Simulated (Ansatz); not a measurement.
Reactions of C$_{2}$H$_{6}$O$_{2}$Si, SMILES `CO[Si]OC`.

Computed with Ansatz on PBE0-D4/def2-TZVP structures; ΔE is electronic, products minus reactants. CCSD(T)/CBS is the MP2 limit (def2-TZVPP, def2-QZVPP) plus CCSD(T) − MP2 in def2-TZVPP, frozen cores. This one scheme is used for every species. Each species was taken in one conformer, which may not be the lowest.

(1) Order these by ΔE at CCSD(T)/CBS, lowest first. (Estimate.)
A. `CO[Si]OC` → `C1OC[SiH2]O1`
B. `CO[Si]OC` → `O=CC[SiH2]O`
C. `CO[Si]OC` → `CO[SiH]` + `C=O`
D. `CO[Si]OC` → `C=C(O)[SiH2]O`
E. `CO[Si]OC` + HCl → `CO[Si]Cl` + CH₃OH
F. `CO[Si]OC` + H–F → `CO[Si]F` + CH₃OH
G. `CO[Si]OC` → `C[SiH2]C(=O)O`

Largest T1 diagnostic: 0.015, for `CO[SiH]`.

## Answers

(1) F (-49.1 kJ/mol), B (-26.9 kJ/mol), E (-10.3 kJ/mol), D (+22.1 kJ/mol), G (+38.1 kJ/mol), A (+56.0 kJ/mol), C (+254.4 kJ/mol).
